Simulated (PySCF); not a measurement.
A species of formula CH6B2FN has this rotational fingerprint, computed with PBE0-D3(BJ)/def2-SVP geometry optimisation, gas phase (PySCF):

| Property | Result |
| --- | --- |
| Rotational constants | A = 7829, B = 3863, C = 2629 MHz |
| Dipole components | \|μa\| = 0.03 D, \|μb\| = 0.11 D, \|μc\| = 0.01 D |
| Inertial defect | -3.12 u·Å² |
| κ | -0.53 |

Question: Which candidate fits, each taken in the one conformer that was computed?
A. `[BH2:1][NH:2][B:3]([CH3:4])[F:5]` with B1–N2–B3–C4 0°
B. `[NH2:1][BH:2][CH2:3][BH:4][F:5]` with N1–B2–C3–B4 82°, B2–C3–B4–F5 -93°

Answer: A. It is BNB(C)F, an asymmetric top. The candidates at the same level (rigid rotor, commonest isotopes):

| SMILES | A (MHz) | B (MHz) | C (MHz) | μa (D) | μb (D) | μc (D) | Δ (u·Å²) | point group | rotor |
| --- | --- | --- | --- | --- | --- | --- | --- | --- | --- |
| BNB(C)F | 7829 | 3863 | 2629 | 0.03 | 0.11 | 0.01 | -3.12 | near Cs | asymmetric top |
| NBCBF | 8779 | 3136 | 2565 | 1.58 | 0.88 | 0.76 | -21.74 | C1 | asymmetric top |

`NBCBF` has B 19 % too low. No structure here is proved a minimum.
